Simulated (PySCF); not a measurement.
Can point charges reproduce the dipole moment of `CO[C@@H]1CC[C@@H](CF)CO1`?

Coordinates (GFN2-xTB, Å) and charges (e) from the PBE0/pcSseg-1 density (PySCF):

| atom | x | y | z | Mulliken | IAO | Hirshfeld | ESP-fitted |
| --- | --- | --- | --- | --- | --- | --- | --- |
| C1 | 3.119 | -0.247 | -0.395 | -0.0313 | -0.2067 | -0.0431 | -0.3033 |
| O2 | 1.857 | -0.825 | -0.141 | -0.5141 | -0.4046 | -0.1356 | -0.2209 |
| C3 | 0.993 | -0.007 | 0.598 | +0.2739 | +0.2611 | +0.1076 | +0.2275 |
| C4 | -0.213 | -0.850 | 1.025 | -0.1700 | -0.2804 | -0.0826 | -0.3071 |
| C5 | -1.104 | -1.164 | -0.175 | -0.1761 | -0.2642 | -0.0752 | -0.0295 |
| C6 | -1.440 | 0.108 | -0.963 | -0.4131 | -0.1394 | -0.0401 | +0.0135 |
| C7 | -2.386 | 1.031 | -0.200 | +0.2584 | +0.0428 | +0.0202 | +0.0946 |
| F8 | -3.580 | 0.397 | 0.052 | -0.3434 | -0.3333 | -0.1221 | -0.2589 |
| C9 | -0.135 | 0.842 | -1.283 | +0.1170 | -0.0640 | -0.0018 | -0.2121 |
| O10 | 0.606 | 1.143 | -0.115 | -0.5151 | -0.4157 | -0.1469 | -0.3480 |
| H11 | 3.022 | 0.700 | -0.935 | +0.1066 | +0.1344 | +0.0357 | +0.1447 |
| H12 | 3.657 | -0.067 | 0.543 | +0.0922 | +0.1249 | +0.0387 | +0.1214 |
| H13 | 3.666 | -0.965 | -1.002 | +0.1204 | +0.1578 | +0.0505 | +0.1479 |
| H14 | 1.517 | 0.393 | 1.483 | +0.1016 | +0.1239 | +0.0353 | +0.0934 |
| H15 | -0.768 | -0.297 | 1.783 | +0.1288 | +0.1368 | +0.0407 | +0.1320 |
| H16 | 0.156 | -1.773 | 1.469 | +0.1329 | +0.1524 | +0.0445 | +0.1044 |
| H17 | -0.571 | -1.850 | -0.835 | +0.1316 | +0.1419 | +0.0369 | +0.0410 |
| H18 | -2.023 | -1.647 | 0.159 | +0.1358 | +0.1454 | +0.0376 | +0.0642 |
| H19 | -1.927 | -0.171 | -1.903 | +0.1261 | +0.1408 | +0.0435 | +0.0556 |
| H20 | -1.972 | 1.329 | 0.767 | +0.1032 | +0.1365 | +0.0375 | +0.0838 |
| H21 | -2.624 | 1.923 | -0.790 | +0.1022 | +0.1341 | +0.0422 | +0.0646 |
| H22 | 0.469 | 0.218 | -1.955 | +0.1169 | +0.1298 | +0.0322 | +0.1450 |
| H23 | -0.323 | 1.807 | -1.760 | +0.1155 | +0.1456 | +0.0445 | +0.1459 |

Q: What dipole does each set of charges give (1 e·Å = 4.803 D), and what does the density give?

A: The full density gives (1.78, 0.33, -0.51) D, 1.88 D in size; dipole vectors point from the negative to the positive end.

```tsv
scheme	μx	μy	μz	size (D)	share of the full size (%)	angle to the full dipole (°)
Mulliken	2.21	0.82	-0.06	2.36	125	17
IAO	2.68	0.83	-0.70	2.89	154	7
Hirshfeld	1.34	0.27	-0.24	1.38	73	6
ESP-fitted	1.79	0.35	-0.49	1.89	100	1
```

Q: Which set comes closest?

A: Length of the difference vector: ESP-fitted 0.03 D, Hirshfeld 0.53 D, Mulliken 0.79 D, IAO 1.04 D. Closest: ESP-fitted. ESP charges are fitted to the potential around the molecule, whose slowest-falling term is the dipole's. The schemes that divide the density aren't constrained to reproduce the dipole.

Q: What is left for the Hirshfeld atoms' own dipoles?

A: The shares of the density sum to the whole, so what Σ q r misses lies in dipoles about the nuclei. The atomic dipoles sum to (1.78, 0.33, -0.51) − (1.34, 0.27, -0.24) = (0.44, 0.06, -0.27) D, 0.53 D in size.

Q: With the origin at the mean of the coordinates, (0.000, 0.001, -0.199) Å, which are the largest single terms, by size, of the Mulliken dipole along the direction of the full one?

A: F8 +5.59, O2 -3.95, C7 -2.58, C6 +2.26, H13 +2.04 D; all 23 atoms together +2.25 D. The single terms depend on the origin, their sum doesn't.

Q: Give the size of the full dipole in other units.

A: 1.88 D = 0.740 au = 0.392 e·Å = 6.28 × 10⁻³⁰ C·m.

Geometry: GFN2-xTB, one conformer, isolated molecule.

The run behind these numbers computed NMR shieldings as well. Hardware: Arm Neoverse N1, one thread (shared host). Cost: 2.0 min (with the writing of density and orbital grids), 1.1 GiB resident at most.
